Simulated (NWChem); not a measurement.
System: TiH3Br; SMILES [TiH3][Br]

NWChem input:

```
start job
memory heap 200 mb stack 900 mb global 1100 mb
geometry units angstroms noautoz
  Ti     0.000000     0.000000     1.282904
  Br     0.000000     0.000000    -1.026389
  H      1.336210     0.849367     1.835395
  H     -1.403679     0.732508     1.835395
  H      0.067468    -1.581876     1.835395
end
basis spherical
  * library def2-svp
end
dft
  xc xperdew91 perdew91
  iterations 150
  mulliken
end
task dft energy
```

The geometry was optimised at PBE0/def2-SVP.

Q: Predict the main results of this run. (PW91/def2-SVP.) Quantities: energy (Ha); highest occupied level (eV); orbital gap (eV); dipole (D).

A: 
```yaml
energy (Ha): -3425.16
highest occupied level (eV): -7.59
orbital gap (eV): 3.23
dipole (D): 0.07
```
